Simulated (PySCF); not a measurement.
Molecule: `COC1CCCC1`, C6H12O.

Molfile (atoms numbered from 1):
```
C6H12O
     RDKit          3D

 19 19  0  0  0  0  0  0  0  0999 V2000
    2.6869   -0.5552    0.0471 C   0  0  0  0  0  0  0  0  0  0  0  0
    1.5980    0.1735    0.5165 O   0  0  0  0  0  0  0  0  0  0  0  0
    0.5742    0.3466   -0.4326 C   0  0  0  0  0  0  0  0  0  0  0  0
   -0.2044   -0.9574   -0.7254 C   0  0  0  0  0  0  0  0  0  0  0  0
   -1.6818   -0.5728   -0.6614 C   0  0  0  0  0  0  0  0  0  0  0  0
   -1.7116    0.4895    0.4340 C   0  0  0  0  0  0  0  0  0  0  0  0
   -0.4684    1.3266    0.1330 C   0  0  0  0  0  0  0  0  0  0  0  0
    3.4497   -0.5700    0.8385 H   0  0  0  0  0  0  0  0  0  0  0  0
    3.1303   -0.0960   -0.8598 H   0  0  0  0  0  0  0  0  0  0  0  0
    2.4273   -1.6032   -0.2004 H   0  0  0  0  0  0  0  0  0  0  0  0
    1.0211    0.7492   -1.3645 H   0  0  0  0  0  0  0  0  0  0  0  0
    0.0826   -1.4410   -1.6709 H   0  0  0  0  0  0  0  0  0  0  0  0
    0.0268   -1.6608    0.0919 H   0  0  0  0  0  0  0  0  0  0  0  0
   -2.3419   -1.4314   -0.4649 H   0  0  0  0  0  0  0  0  0  0  0  0
   -2.0047   -0.1302   -1.6198 H   0  0  0  0  0  0  0  0  0  0  0  0
   -2.6401    1.0797    0.4502 H   0  0  0  0  0  0  0  0  0  0  0  0
   -1.6130    0.0067    1.4208 H   0  0  0  0  0  0  0  0  0  0  0  0
   -0.0506    1.8409    1.0097 H   0  0  0  0  0  0  0  0  0  0  0  0
   -0.7037    2.0949   -0.6200 H   0  0  0  0  0  0  0  0  0  0  0  0
  1  2  1  0
  2  3  1  0
  3  4  1  0
  4  5  1  0
  5  6  1  0
  6  7  1  0
  7  3  1  0
  1  8  1  0
  1  9  1  0
  1 10  1  0
  3 11  1  0
  4 12  1  0
  4 13  1  0
  5 14  1  0
  5 15  1  0
  6 16  1  0
  6 17  1  0
  7 18  1  0
  7 19  1  0
M  END
```

Geometry PBE0-D3(BJ)/def2-SVP throughout; GIAO in PySCF 2.14.0 with density-fitted response routines, gas phase, one conformer, non-relativistic; equivalent atoms averaged; basis pcSseg-1.

(1) How do the shifts δ (against TMS, H2O at the same level) depend on the functional? (a selection of nuclei; ppm; last column core-seconds on shared hosts with different chips, so compare them loosely; the GGAs took longer than the global hybrids here, which isn't the general rule, and the cause wasn't traced)

(2) Which nucleus among those listed moves most, in ppm?

## Answers

(1) 
```csv
functional,kind,C1,C4/C7,C5/C6,O2,H11,H8/H9/H10,H12/H19,H14/H17,H13/H18,core-s
HF,Hartree–Fock,50.9,32.7,25.3,22.0,2.98,2.92,1.57,1.43,1.37,8.4
BLYP,GGA,59.2,39.3,31.5,78.2,3.61,3.26,1.92,1.66,1.51,30
OPBE,GGA,55.9,36.0,29.4,62.4,3.61,3.14,1.87,1.66,1.54,31
B97-D,GGA,57.9,37.8,30.6,67.2,3.62,3.23,1.90,1.66,1.54,29
PBE0,global hybrid,56.5,36.5,28.9,55.3,3.44,3.11,1.81,1.60,1.47,23
mPW1PW91,global hybrid,56.5,36.6,29.0,54.4,3.43,3.10,1.80,1.59,1.48,20
B97-2,global hybrid,56.2,36.4,29.1,54.8,3.45,3.10,1.80,1.59,1.49,19
wB97X-D,range-separated hybrid,56.7,36.5,28.5,49.0,3.40,3.10,1.77,1.56,1.46,29
LC-wPBE,range-separated hybrid,55.9,35.4,26.9,41.7,3.35,3.07,1.74,1.53,1.47,32
```

(2) O2 (ether oxygen): from 22.0 ppm with HF to 78.2 ppm with BLYP. The smallest spread is 0.17 ppm, at H13/H18. Proton shifts span only some 12 ppm, so a few tenths of a ppm matter as much there as several ppm in carbon.
